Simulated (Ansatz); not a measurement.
Reaction (hydrogen abstraction from the Si–H bond): `F[SiH2][GeH3]` + `[SiH3]`• → `F[SiH][GeH3]`• + SiH₄

Gas-phase electronic energies from Ansatz, PBE0-D4/def2-TZVP geometries. CBS: MP2 limit from def2 TZ/QZ plus the TZ coupled-cluster correction, frozen cores. This one scheme is used for every species. Functionals use def2-TZVPP. B3LYP here is the variant with VWN-RPA as its local correlation; programs differ in this. Open shells (•) are unrestricted, without spin–orbit coupling. For Ge outer-core shells are correlated without core-valence functions, which leaves a few kJ/mol of doubt a bond. Scalar relativity is left out up to krypton.

`F[SiH2][GeH3]`:

Z-matrix (Å, degrees):
```
Si
Ge 1 2.380
F 1 1.606 2 109.6
H 1 1.485 2 111.2 3 -119.0
H 1 1.486 2 111.2 3 119.0
H 2 1.539 1 108.9 3 179.7
H 2 1.536 1 110.9 3 60.3
H 2 1.536 1 110.9 3 -60.9
```

`[SiH3]`•:

Z-matrix (Å, degrees):
```
Si
H 1 1.486
H 1 1.486 2 111.3
H 1 1.486 2 111.3 3 124.6
```

`F[SiH][GeH3]`•:

```xyz
7

F     0.696    1.568   -1.720
Si    0.602    0.015   -1.308
Ge   -0.130   -0.189    0.954
H    -0.328   -0.630   -2.284
H    -0.248   -1.689    1.272
H     0.904    0.442    1.898
H    -1.496    0.483    1.187
```

SiH₄:

Cartesian coordinates in Å:
```
Si 0.000 0.000 0.000
H 1.350 -0.078 0.613
H -0.847 0.932 0.786
H -0.621 -1.349 -0.004
H 0.118 0.495 -1.395
```

| level | ΔE (kJ/mol) | difference from CCSD(T)/CBS |
| --- | --- | --- |
| B97M-V | -6.5 | -4.2 |
| ωB97X-V | -5.9 | -3.6 |
| ωB97M-V | -5.6 | -3.3 |
| B3LYP | -8.1 | -5.8 |
| r2SCANh | -4.2 | -1.9 |
| LC-ωPBE | -3.6 | -1.3 |
| RPA@PBE/def2-TZVPP | -3.0 | -0.7 |
| HF/def2-TZVPP | -0.2 | 2.1 |
| MP2/def2-TZVPP | -0.7 | 1.6 |
| SCS-MP2/def2-QZVPP | -2.1 | 0.2 |
| CCSD(T)/CBS | -2.3 | 0 |

Largest T1 diagnostic among the species: 0.015.

From BLYP to BHLYP (50 % exact exchange), in def2-TZVPP and without D4, ΔE moves by +6.4 kJ/mol. Leaving LDA and LC-ωPBE aside and taking each functional with its dispersion term where it has one, the values, not all of them listed here, spread over 8.7 kJ/mol, from BLYP-D4 to PBE-QIDH.
